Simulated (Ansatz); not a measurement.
Species: CF, charge 1, singlet. CF+ (parent SMILES [C]F, singlet).
B3LYP-D3(BJ)/def2-TZVP minimum from Ansatz (an electronic-structure program):
```xyz
2

C      0.0000     0.0000    -0.6936
F      0.0000     0.0000     0.4624
```
Charge +1, spin multiplicity 1.

Hartree-Fock and MP2 correlation energies in hartree (Ansatz). Radicals and triplets start from unrestricted determinants; spin-orbit coupling is neglected. Cores are frozen in correlated methods. No relativity.

| basis | X | E(HF) | E(corr, MP2) |
|---|---|---|---|
| cc-pVTZ | 3 | -136.89992 | -0.34968 |
| cc-pVQZ | 4 | -136.91095 | -0.37772 |
| cc-pV5Z | 5 | -136.91367 | withheld |

Question: Fit E(corr) = E∞ + A/X³ to X = 3 and 4, predict X = 5, and compare with the run.

Answer: A = (-0.34968 - (-0.37772))/(1/27 - 1/64) = 1.3095; E∞ = -0.37772 - A/64 = -0.39818; at X = 5, E∞ + A/125 = -0.38771. The run gave -0.38945, 1.74 mEh below the prediction. The same form on X = 4 and 5 gives E∞ = -0.40176, 3.58 mEh below the first estimate.
